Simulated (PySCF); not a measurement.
Working out the ionisation energy of Ne⁺

Ne⁺ [He] 2s2 2p5 (2P) → Ne²⁺ [He] 2s2 2p4 (3P). Computed with PySCF 2.14 in cc-pVTZ-DK (4s3p2d1f, 30 functions), with the spin-free X2C one-electron Hamiltonian (Gaussian nucleus). Frozen: 1s2. Energies in hartree (1 hartree = 27.21139 eV):

```json
{"part": "UHF", "Ne⁺ (lower)": "-127.946528", "Ne²⁺ (upper)": "-126.503628"}
{"part": "CCSD correlation", "Ne⁺ (lower)": "-0.208518", "Ne²⁺ (upper)": "-0.157658"}
{"part": "(T)", "Ne⁺ (lower)": "-0.002509", "Ne²⁺ (upper)": "-0.001469"}
```

**Question.** What does Hartree-Fock give?

**Answer.** (-126.503628) − (-127.946528) = 1.442900 hartree = 39.263 eV.

**Question.** What do CCSD and CCSD(T) give?

**Answer.** The CCSD correlation energies differ by 0.050860 hartree = 1.384 eV and the triples by 0.001040 hartree = 0.028 eV, so CCSD gives 40.647 eV and CCSD(T) 40.675 eV.

Reference: 40.963 eV (measured; NIST Atomic Spectra Database, ionization energies), between the lowest levels; spin-orbit coupling is absent from the calculation.

What remains against the reference includes basis incompleteness, the frozen core and higher excitations.
